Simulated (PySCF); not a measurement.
## A survey of ²⁹Si NMR shifts

[PySCF: σ from GIAO-PBE0/pcSseg-1; GFN2-xTB structure; in vacuum; averaged over atoms made equivalent by symmetry, fast rotation or ring inversion; no relativistic terms; a single conformation]

Shieldings were converted by a linear fit to measured shifts: ²⁹Si: δ = 279.94 − 0.822σ (rms 8.9 ppm, 72 shifts, 25.8 ppm with the 6 outliers that the fit left out vs TMS, solution or neat liquid). Occasional misses reach two or three times the rms, and more in compound classes unlike the fitted ones.

**Question.** Give the ²⁹Si shifts of `CC(=O)N[SiH2]CN(C)[SiH3]`, `N#C[Si@H]1CC[SiH2]OC1`, `FCC(F)(CF)[SiH2][SiH3]`, `C=C[Si@H]1[SiH2][Si@H](C=O)[SiH2]1`, `CO/C=C/C[Si@@H](N)[SiH2]N`, `C#C[Si@H]1[SiH2][Si@H](OC)[SiH2]1`.

**Answer.** 
```json
{"compound": "[CH3:1][C:2](=[O:3])[NH:4][SiH2:5][CH2:6][N:7]([CH3:8])[SiH3:9]", "environment": "Si5: silicon bonded to C, N, 2 H", "δ (ppm)": "-39.1"}
{"compound": "[CH3:1][C:2](=[O:3])[NH:4][SiH2:5][CH2:6][N:7]([CH3:8])[SiH3:9]", "environment": "Si9: silicon bonded to N, 3 H", "δ (ppm)": "-43.7"}
{"compound": "[N:1]#[C:2][Si@H:3]1[CH2:4][CH2:5][SiH2:6][O:7][CH2:8]1", "environment": "Si6: silicon bonded to C, O, 2 H, in a 6-membered ring", "δ (ppm)": "-25.2"}
{"compound": "[N:1]#[C:2][Si@H:3]1[CH2:4][CH2:5][SiH2:6][O:7][CH2:8]1", "environment": "Si3: silicon bonded to 3 C, H, in a 6-membered ring", "δ (ppm)": "-58.5"}
{"compound": "[F:1][CH2:2][C:3]([F:4])([CH2:5][F:6])[SiH2:7][SiH3:8]", "environment": "Si7: silicon bonded to C, Si, 2 H", "δ (ppm)": "-61.5"}
{"compound": "[F:1][CH2:2][C:3]([F:4])([CH2:5][F:6])[SiH2:7][SiH3:8]", "environment": "Si8: silicon bonded to Si, 3 H", "δ (ppm)": "-102.1"}
{"compound": "[CH2:1]=[CH:2][Si@H:3]1[SiH2:4][Si@H:5]([CH:6]=[O:7])[SiH2:8]1", "environment": "Si3: silicon bonded to C, 2 Si, H, in a 4-membered ring", "δ (ppm)": "-38.0"}
{"compound": "[CH2:1]=[CH:2][Si@H:3]1[SiH2:4][Si@H:5]([CH:6]=[O:7])[SiH2:8]1", "environment": "Si5: silicon bonded to C, 2 Si, H, in a 4-membered ring", "δ (ppm)": "-66.1"}
{"compound": "[CH2:1]=[CH:2][Si@H:3]1[SiH2:4][Si@H:5]([CH:6]=[O:7])[SiH2:8]1", "environment": "Si4/8: silicon bonded to 2 Si, 2 H, in a 4-membered ring (×2)", "δ (ppm)": "-69.4"}
{"compound": "[CH3:1][O:2]/[CH:3]=[CH:4]/[CH2:5][Si@@H:6]([NH2:7])[SiH2:8][NH2:9]", "environment": "Si6: silicon bonded to C, N, Si, H", "δ (ppm)": "-24.8"}
{"compound": "[CH3:1][O:2]/[CH:3]=[CH:4]/[CH2:5][Si@@H:6]([NH2:7])[SiH2:8][NH2:9]", "environment": "Si8: silicon bonded to N, Si, 2 H", "δ (ppm)": "-57.2"}
{"compound": "[CH:1]#[C:2][Si@H:3]1[SiH2:4][Si@H:5]([O:6][CH3:7])[SiH2:8]1", "environment": "Si5: silicon bonded to O, 2 Si, H, in a 4-membered ring", "δ (ppm)": "10.8"}
{"compound": "[CH:1]#[C:2][Si@H:3]1[SiH2:4][Si@H:5]([O:6][CH3:7])[SiH2:8]1", "environment": "Si3: silicon bonded to C, 2 Si, H, in a 4-membered ring", "δ (ppm)": "-71.6"}
{"compound": "[CH:1]#[C:2][Si@H:3]1[SiH2:4][Si@H:5]([O:6][CH3:7])[SiH2:8]1", "environment": "Si4/8: silicon bonded to 2 Si, 2 H, in a 4-membered ring (×2)", "δ (ppm)": "-76.2"}
```
